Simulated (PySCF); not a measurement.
Bonds: Ta1-O2 1.713 Å, Ta1-Cl3 2.393 Å, Ta1-Cl4 2.393 Å, Ta1-Cl5 2.393 Å, Ta1-Cl6 2.393 Å.

Total charge -1.

Geometry: PBE0-D3(BJ)/def2-SVP; GIAO absolute shieldings from PySCF, gas phase, scalar relativity only through the core potential, averaged over equivalent atoms.

At wB97X-D/pcSseg-1 (def2-TZVP on Ta) (153 basis functions, 18 s wall time on 1 thread of an x86-64 server CPU, shared host):
```
          atoms  σ (ppm)
             O2   -526.4
Cl3/Cl4/Cl5/Cl6    673.3
```

Estimate the result of repeating the calculation with PBE0/pcSseg-1 (def2-TZVP on Ta).

Answers


```json
{"atoms": "O2", "σ at PBE0/pcSseg-1 (def2-TZVP on Ta)": "-528.2", "change": "-1.8"}
{"atoms": "Cl3/Cl4/Cl5/Cl6", "σ at PBE0/pcSseg-1 (def2-TZVP on Ta)": "644.6", "change": "-28.7"}
```

The largest change is at Cl3/Cl4/Cl5/Cl6 (chlorine bonded to Ta). Cost: 153 basis functions, 14 s wall time on 1 thread of an x86-64 server CPU, shared host.

Ta is described by an effective core potential, so it has no shielding of its own here; spin–orbit effects on the atoms bonded to it, which can be large, are absent, and the values of these neighbours are rough.
